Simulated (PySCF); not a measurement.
Isomers of C6H13BS, from PySCF, PBE0-D3(BJ)/def2-SVP geometry optimisation, gas phase. One conformer each, no zero-point energy, no frequencies.

Question: Which isomer lies lower at this level?
A. `[CH3:1][S:2][C@@H:3]1[CH2:4][BH:5][CH2:6][CH2:7][CH2:8]1` with C1–S2–C3–C4 65°, S2–C3–C4–B5 -169°, C3–C4–B5–C6 20°, C4–B5–C6–C7 -20°, B5–C6–C7–C8 38°: A = 3260, B = 1039, C = 934.2 MHz, dipole 1.65 D
B. `[CH3:1][S:2][BH:3][CH:4]1[CH2:5][CH2:6][CH2:7][CH2:8]1` with C1–S2–B3–C4 -3°, S2–B3–C4–C5 150°, B3–C4–C5–C6 160°, C4–C5–C6–C7 -23°, C5–C6–C7–C8 -3°, C6–C7–C8–C4 28°: A = 3731, B = 826.3, C = 775.0 MHz, dipole 1.94 D

Answer: B. That is `CSBC1CCCC1`, 18.0 kcal/mol below the other.

```csv
SMILES,mapped SMILES,E (Eh),relative (kcal/mol),relative (kJ/mol),dipole (D)
CSBC1CCCC1,[CH3:1][S:2][BH:3][CH:4]1[CH2:5][CH2:6][CH2:7][CH2:8]1,-658.77907,0.0,0.0,1.94
CS[C@@H]1CBCCC1,[CH3:1][S:2][C@@H:3]1[CH2:4][BH:5][CH2:6][CH2:7][CH2:8]1,-658.75037,18.0,75.4,1.65
```
